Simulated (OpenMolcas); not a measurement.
# TeH at 1.668 Å: OpenMolcas input and output

Input (each module block was a call of its own in one work directory; start orbitals came from a preliminary run):

```
&GATEWAY
Coord
2
angstrom
Te 0.0 0.0 0.0
H 0.0 0.0 1.6680
Basis=ANO-RCC-VTZP
Group=XY
RX2C
AMFI
ANGMom
0.0 0.0 0.0
RICD
&SEWARD
&GUESSORB
&RASSCF
FileOrb=$CurrDir/o22.orb
Symmetry=2
Spin=2
nActEl=5 0 0
Inactive=14 10
RAS2=2 2
CIRoot=2 2 1
Linear
Iterations=120 100
OrbListing=Nothing
PRWF=0.15
>>COPY $Project.RasOrb $CurrDir/o22.orb
>>COPY $Project.rasscf.h5 $CurrDir/r22.h5
&CASPT2
XMultistate=all
Imaginary=0.2
IPEA=0.25
MaxIter=40
>>COPY $Project.JobMix JOB001
&RASSCF
FileOrb=$CurrDir/o41.orb
Symmetry=1
Spin=4
nActEl=5 0 0
Inactive=14 10
RAS2=2 2
CIRoot=1 1 1
Linear
Iterations=120 100
OrbListing=Nothing
PRWF=0.15
>>COPY $Project.RasOrb $CurrDir/o41.orb
>>COPY $Project.rasscf.h5 $CurrDir/r41.h5
&CASPT2
XMultistate=all
Imaginary=0.2
IPEA=0.25
MaxIter=40
>>COPY $Project.JobMix JOB002
```

```bash
pymolcas m.inp
```

RASSCF and CASPT2 output of these blocks, in excerpt:

```
++    Wave function specifications:
      Number of closed shell electrons          48
      Number of electrons in active shells       5
      Number of inactive orbitals               24
      Number of active orbitals                  4
      Number of secondary orbitals              54
      Spin quantum number                      0.5
      State symmetry                             2
++    Orbital specifications:
      Symmetry species                           1   2
                                                 a   b
      Frozen orbitals                            0   0
      Inactive orbitals                         14  10
      Active orbitals                            2   2
      RAS2 orbitals                              2   2
      Secondary orbitals                        28  26
      Number of basis functions                 44  38
      printout of CI-coefficients larger than  0.15 for root  1
      energy=   -6791.432452
      conf/sym  11 22     Coeff  Weight
             7  02 2u  -0.75095 0.56392
             8  02 u2   0.64577 0.41701
      printout of CI-coefficients larger than  0.15 for root  2
      energy=   -6791.432452
      conf/sym  11 22     Coeff  Weight
             7  02 2u  -0.64577 0.41701
             8  02 u2  -0.75095 0.56392
      Natural orbitals and occupation numbers for root  1
      sym 1:   0.036823   1.963685
      sym 2:   1.999492   1.000000
      Natural orbitals and occupation numbers for root  2
      sym 1:   0.036823   1.963685
      sym 2:   1.000000   1.999492
      RASSCF energy for state  2                  -6791.43245221
::    RASSCF root number  1 Total energy:  -6791.43245221
::    RASSCF root number  2 Total energy:  -6791.43245221
      Von Neumann Entropy (Root   1) =  0.63243
++    Wave function specifications:
      Number of closed shell electrons          12
      Number of electrons in active shells       5
      Number of inactive orbitals                6
      Number of active orbitals                  4
      Number of secondary orbitals              54
      Spin quantum number                      0.5
      State symmetry                             2
      Number of CSFs                            10
      Number of CASSCF root(s) available         2
      CASPT2 state passed to geometry opt.       2
      A file JOBMIX will be created
      This is a MULTI-STATE CASSCF reference
      Number of CI roots used                    2
      These are:                                 1   2
      Off-diagonal elements of Heff are computed
  FINAL CASPT2 RESULT:
      Reference energy:       -6791.4324522099
      E2 (Non-variational):      -0.5604249998
      Shift correction:          -0.0016409374
      E2 (Variational):          -0.5620659372
      Total energy:           -6791.9945181471
      Reference weight:           0.89628
  FINAL CASPT2 RESULT:
      Reference energy:       -6791.4324522099
      E2 (Non-variational):      -0.5604071441
      Shift correction:          -0.0016400621
      E2 (Variational):          -0.5620472062
      Total energy:           -6791.9944994161
      Reference weight:           0.89630
       Total XMS-CASPT2 energies:
::    XMS-CASPT2 Root  1     Total energy:  -6791.99451815
::    XMS-CASPT2 Root  2     Total energy:  -6791.99449942
++    Wave function specifications:
      Number of closed shell electrons          48
      Number of electrons in active shells       5
      Number of inactive orbitals               24
      Number of active orbitals                  4
      Number of secondary orbitals              54
      Spin quantum number                      1.5
      State symmetry                             1
      printout of CI-coefficients larger than  0.15 for root  1
      energy=   -6791.281773
      conf/sym  11 22     Coeff  Weight
             2  u2 uu  -1.00000 1.00000
      Natural orbitals and occupation numbers for root  1
      sym 1:   1.000000   2.000000
      sym 2:   1.000000   1.000000
      RASSCF energy for state  1                  -6791.28177264
::    RASSCF root number  1 Total energy:  -6791.28177264
      Von Neumann Entropy (Root   1) =  1.50000
++    Wave function specifications:
      Number of closed shell electrons          12
      Number of electrons in active shells       5
      Number of inactive orbitals                6
      Number of active orbitals                  4
      Number of secondary orbitals              54
      Spin quantum number                      1.5
      State symmetry                             1
      Number of CSFs                             2
      Number of CASSCF root(s) available         1
      CASPT2 state passed to geometry opt.       1
      A file JOBMIX will be created
      This is a CASSCF or RASSCF reference function
  FINAL CASPT2 RESULT:
      Reference energy:       -6791.2817726440
      E2 (Non-variational):      -0.5580998120
      Shift correction:          -0.0016266895
      E2 (Variational):          -0.5597265015
      Total energy:           -6791.8414991455
      Reference weight:           0.89804
++    Wave function specifications:
      Number of closed shell electrons          48
      Number of electrons in active shells       5
      Number of inactive orbitals               24
      Number of active orbitals                  4
      Number of secondary orbitals              54
      Spin quantum number                      0.5
      State symmetry                             1
      printout of CI-coefficients larger than  0.15 for root  1
      energy=   -6791.261720
      conf/sym  11 22     Coeff  Weight
             9  u0 22  -0.23619 0.05578
            10  0u 22   0.95838 0.91850
      printout of CI-coefficients larger than  0.15 for root  2
      energy=   -6791.238440
      conf/sym  11 22     Coeff  Weight
             6  u2 du  -0.86288 0.74456
             7  u2 ud   0.49818 0.24819
      printout of CI-coefficients larger than  0.15 for root  3
      energy=   -6791.220333
      conf/sym  11 22     Coeff  Weight
             5  u2 20  -0.70380 0.49534
             8  u2 02   0.70380 0.49534
      printout of CI-coefficients larger than  0.15 for root  4
      energy=   -6791.220333
      conf/sym  11 22     Coeff  Weight
             6  u2 du  -0.49766 0.24767
             7  u2 ud  -0.86198 0.74301
      Natural orbitals and occupation numbers for root  1
      sym 1:   0.033116   1.018323
      sym 2:   1.974280   1.974280
      Natural orbitals and occupation numbers for root  2
      sym 1:   1.000000   2.000000
      sym 2:   1.000000   1.000000
      Natural orbitals and occupation numbers for root  3
      sym 1:   1.000000   2.000000
      sym 2:   1.000000   1.000000
      Natural orbitals and occupation numbers for root  4
      sym 1:   1.000000   2.000000
      sym 2:   1.000000   1.000000
      RASSCF energy for state  4                  -6791.22033330
::    RASSCF root number  1 Total energy:  -6791.26171968
::    RASSCF root number  2 Total energy:  -6791.23844039
::    RASSCF root number  3 Total energy:  -6791.22033330
::    RASSCF root number  4 Total energy:  -6791.22033330
      Von Neumann Entropy (Root   1) =  0.63065
++    Wave function specifications:
      Number of closed shell electrons          12
      Number of electrons in active shells       5
      Number of inactive orbitals                6
      Number of active orbitals                  4
      Number of secondary orbitals              54
      Spin quantum number                      0.5
      State symmetry                             1
      Number of CSFs                            10
      Number of CASSCF root(s) available         4
      CASPT2 state passed to geometry opt.       4
      A file JOBMIX will be created
      This is a MULTI-STATE CASSCF reference
      Number of CI roots used                    4
      These are:                                 1   2   3   4
      Off-diagonal elements of Heff are computed
  FINAL CASPT2 RESULT:
      Reference energy:       -6791.2617196760
      E2 (Non-variational):      -0.6018707161
      Shift correction:          -0.0036733882
      E2 (Variational):          -0.6055441043
      Total energy:           -6791.8672637803
      Reference weight:           0.86563
  FINAL CASPT2 RESULT:
      Reference energy:       -6791.2384403928
      E2 (Non-variational):      -0.5778984287
      Shift correction:          -0.0025205246
      E2 (Variational):          -0.5804189533
      Total energy:           -6791.8188593461
      Reference weight:           0.88508
  FINAL CASPT2 RESULT:
      Reference energy:       -6791.2203332988
      E2 (Non-variational):      -0.5776481549
      Shift correction:          -0.0022307340
      E2 (Variational):          -0.5798788890
      Total energy:           -6791.8002121877
      Reference weight:           0.88571
  FINAL CASPT2 RESULT:
      Reference energy:       -6791.2203332988
      E2 (Non-variational):      -0.5776482178
      Shift correction:          -0.0022307485
      E2 (Variational):          -0.5798789663
      Total energy:           -6791.8002122651
      Reference weight:           0.88571
       Total XMS-CASPT2 energies:
::    XMS-CASPT2 Root  1     Total energy:  -6791.86726378
::    XMS-CASPT2 Root  2     Total energy:  -6791.81885935
::    XMS-CASPT2 Root  3     Total energy:  -6791.80021227
::    XMS-CASPT2 Root  4     Total energy:  -6791.80021219
```

Only roots inside an energy window near the equilibrium distance were included, so the list of states is not complete; labels number the states computed. Each spin and symmetry block has orbitals of its own, averaged over its own roots, so gaps between blocks are less sure than gaps within one and near the minimum can be off by tenths of an eV, in bad cases by more. No Rydberg orbitals are active, so Rydberg states, and σ→σ* states whose orbital the CASSCF left unused, can be missing between those listed. CASPT2 splits the two components of degenerate states numerically, here by up to 4 cm⁻¹. No roots were computed in block 4b (none fell in the window or the block failed), so states of that kind are missing and can lie low or lowest.
